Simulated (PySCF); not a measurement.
Vertical excitations of a molecule C₃H₉Al from TDA-ωB97X/def2-SVPD in PySCF, as energy in eV (oscillator strength): 6.00 (0.000), 6.00 (0.000), 7.14 (0.148), 7.14 (0.148), 8.49 (0.000), 8.72 (0.025), 8.72 (0.025), 8.73 (0.000), 9.27 (0.004), 9.27 (0.035). Lowest triplet (TDA): 5.71 eV. Coordinates come from a B3LYP-D3(BJ)/def2-SVP optimisation. One conformer was computed; it need not be the lowest.

Pick the molecule that these values belong to.
A) [CH3][Al]([CH3])[CH3]
B) CC[CH2][AlH2]
C) C[CH2][AlH][CH3]

A, [CH3][Al]([CH3])[CH3]
